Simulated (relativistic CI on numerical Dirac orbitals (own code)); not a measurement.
Calculated at this level of theory: Dirac-Coulomb-Breit CI, KLI orbitals optimised for each configuration, model QED (radiative potential, 1s self-energy scaled to tabulated hydrogen-like ionisation energies), unscaled Slater integrals (own radial code, finite nucleus).

Configurations in the expansion (outside the closed core [Kr] 4d10): 4f14.5s2.5p3, 4f14.5s.5p4, 4f14.5s2.5p2.5d, 4f13.5s2.5p4, 4f14.5s.5p3.5d, 4f14.5s2.5p2.5f, 4f14.5s2.5p2.5g, 4f13.5s2.5p3.5d, 4f14.5s.5p3.5f, 4f14.5s2.5p2.6s, 4f14.5p4.5d, 4f14.5s2.5p2.6p, 4f14.5s.5p2.5d2, 4f14.5s.5p3.5g, 4f14.5s2.5p.5d.5f, 4f13.5s2.5p3.6s, 4f14.5p4.6s, 4f14.5s2.5p2.6d, 4f14.5s.5p3.6s, 4f14.5p5, 4f13.5p6, 4f14.5s2.5p.5d2, 4f14.5s2.5d3, 4f14.5s.5p.5d3, 4f14.5s2.5d2.5f, 4f14.5s2.5d2.5g, 4f14.5p3.5d2, 4f14.5p2.5d3, 4f13.5p4.5d2, 4f14.5p2.5d2.5f, 4f14.5p2.5d2.5g, 4f14.5s2.5p.5f2, 4f14.5s2.5d.5f2, 4f14.5s.5p.5d.5f2, 4f14.5s2.5f3, 4f14.5s2.5f2.5g, 4f14.5s2.5p.5d.6s, 4f14.5s2.5d2.6s, 4f14.5s.5p.5d2.6s, 4f14.5s2.5d.5f.6s, 4f14.5s2.5d.5g.6s, 4f14.5s2.5p.6s2, 4f14.5s2.5d.6s2, 4f14.5s.5p.5d.6s2, 4f14.5s2.5f.6s2, 4f14.5s2.5g.6s2. Double excitations out of closed p, d and f shells are left out; levels of such configurations are missing from the list, as are those of other unlisted configurations, and high levels can miss mixing partners. Some configurations lack a partner that the ground configuration has and come out too high, among them 4f13.5s2.5p3.5d, 4f13.5s2.5p3.6s, 4f14.5s.5p3.5f, 4f14.5s2.5p2.6p, 4f14.5s.5p3.5g.

At this charge transitions that keep the count of f electrons are usually good to a few per cent. Levels and lines within the n = 5 or 6 shells can be off by up to 10 % or somewhat more, and those that change n by about 2 %, since core polarisation is missing. Levels that differ in their count of f electrons can be misplaced by several ten thousand cm⁻¹, since the correlation energy of f electrons is missing or only estimated; rates across such gaps can be off by orders of magnitude.

Outline of the computed level scheme of Au XV. Lowest level of each configuration: 4f14.5s2.5p3 2P°_3/2 at 0.0000 eV; 4f13.5s2.5p4 4G°_11/2 at 54.2292 eV; 4f14.5s.5p4 4P_5/2 at 56.8282 eV; 4f14.5s2.5p2.5d 2D_3/2 at 60.0723 eV.

Some strong electric-dipole decays among the lowest 45 levels: 4f14.5s2.5p2.5d 4F_5/2 → 4f14.5s2.5p3 2P°_3/2 (6.5e+10 s⁻¹); 4f14.5s.5p4 4P_3/2 → 4f14.5s2.5p3 2P°_3/2 (5.9e+10 s⁻¹); 4f14.5s.5p4 2S_1/2 → 4f14.5s2.5p3 2P°_3/2 (2.7e+10 s⁻¹); 4f14.5s.5p4 4P_3/2 → 4f14.5s2.5p3 4S°_3/2 (6.5e+09 s⁻¹); 4f14.5s.5p4 4P_3/2 → 4f14.5s2.5p3 2P°_3/2 (5.8e+09 s⁻¹); 4f14.5s.5p4 2S_1/2 → 4f14.5s2.5p3 2P°_1/2 (5.0e+09 s⁻¹); 4f14.5s.5p4 4P_3/2 → 4f14.5s2.5p3 2D°_5/2 (4.3e+09 s⁻¹); 4f14.5s2.5p2.5d 2F_5/2 → 4f14.5s2.5p3 2D°_5/2 (3.2e+09 s⁻¹).

LS names give the leading component of a level, which can be under half, so a name can repeat, a term be missing and a line seem to break the LS rules.
